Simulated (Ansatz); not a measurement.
A structure relaxed at PBE0-D4/def2-TZVP, charge 0, multiplicity 1:

```xyz
12

B     1.538    1.207    0.475
P     0.615    0.129   -0.713
Si   -1.379    1.103   -0.959
Sn    0.282   -2.026    0.476
H     2.383    0.731    1.173
H     1.365    2.389    0.454
H    -2.131    0.410   -2.037
H    -2.195    1.054    0.282
H    -1.133    2.516   -1.343
H    -0.910   -1.863    1.686
H    -0.218   -3.205   -0.651
H     1.784   -2.446    1.159
```

(1) Give its formula and SMILES.

(2) Summarise the bond lengths by kind.

Results:

(1) BH8PSiSn, `B[P]([SiH3])[SnH3]`.

(2) 1 × B–P 1.850 Å; 2 × B–H 1.195 Å; 1 × P–Si 2.233 Å; 1 × P–Sn 2.484 Å; 3 × H–Si 1.485 to 1.487 Å; 3 × H–Sn 1.702 to 1.707 Å.

Computed with Ansatz.
